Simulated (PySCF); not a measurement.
**Orbital picture of Bi₂**

r²SCAN at R = 2.613 Å; Bi def2-TZVPP with ECP60; scalar-relativistic core potentials (PySCF 2.14). State: ¹Σg⁺ (singlet), closed shell. Only the outer orbitals are listed.

```json
{"orbital": "σg", "occ.": "2", "ε (eV)": "-16.20", "main shells (%)": "95 s"}
{"orbital": "σu", "occ.": "2", "ε (eV)": "-13.29", "main shells (%)": "95 s"}
{"orbital": "σg", "occ.": "2", "ε (eV)": "-6.05", "main shells (%)": "95 p"}
{"orbital": "πu", "occ.": "2", "ε (eV)": "-5.61", "main shells (%)": "98 p"}
{"orbital": "πu", "occ.": "2", "ε (eV)": "-5.61", "main shells (%)": "98 p"}
{"orbital": "πg", "occ.": "0", "ε (eV)": "-3.27", "main shells (%)": "98 p"}
{"orbital": "πg", "occ.": "0", "ε (eV)": "-3.27", "main shells (%)": "98 p"}
{"orbital": "σu", "occ.": "0", "ε (eV)": "-0.41", "main shells (%)": "98 p"}
```

Task: Which are the highest filled and the lowest empty level, where do they sit, and how wide is the gap?

Result: Highest filled πu at -5.61 eV (in %: 98 p); lowest empty πg at -3.27 eV (in %: 98 p); the gap at r²SCAN is 2.34 eV.

The bond order (Mayer) is 2.98. The ⟨S²⟩ is 0.000.

Closed-shell solutions of metal pairs were not tested for spin polarisation, which can lower them a little. These are scalar-relativistic numbers at best; spin–orbit coupling would shift them, the dissociation energy most.
